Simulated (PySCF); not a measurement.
PySCF input file for CH₅S, SMILES [SH2+]C, charge +1, PBE0/pcSseg-2. Geometry optimised at B3LYP-D3(BJ)/def2-TZVP. The isomer is the one that the SMILES or the coordinates give; other isomers of the formula were not compared.

```python
import numpy as np
from pyscf import gto, scf, dft
from pyscf.prop.nmr import rks as nmr

mol = gto.M(
    atom='''
    C    -1.20022304   -0.02930125    0.00000000
    S     0.62071116    0.11123407   -0.00000000
    H    -1.53946430    0.49359243    0.89230220
    H    -1.53946430    0.49359241   -0.89230221
    H    -1.50232263   -1.07185096    0.00000001
    H     0.92560544   -0.75963578    0.98975286
    H     0.92560544   -0.75963580   -0.98975283
    ''',
    basis='pcSseg-2',
    charge=1,
    spin=0,
    max_memory=1600,
    verbose=3,
)
mf = dft.RKS(mol, xc='pbe0')
mf.grids.level = 3
mf.conv_tol = 1e-10
mf.max_cycle = 100
mf.kernel()
n = nmr.NMR(mf)
n.verbose = 2
n.max_cycle_cphf = 60
sigma = n.kernel()
print('atom   isotropic/ppm   span/ppm')
for i, s in enumerate(sigma):
    w = np.linalg.eigvalsh((s + s.T) / 2)
    print(f'{mol.atom_symbol(i):2s}{i + 1:3d} {w.mean():14.3f} {w[2] - w[0]:11.3f}')
```

It prints:

```
converged SCF energy = -438.850640427454
atom   isotropic/ppm   span/ppm
C   1        168.648      36.476
S   2        546.427     172.895
H   3         28.409      12.404
H   4         28.409      12.404
H   5         28.114      13.148
H   6         25.738      14.926
H   7         25.738      14.926
```

The calculation finished and met its thresholds.

Cost: roughly 30 core-seconds.
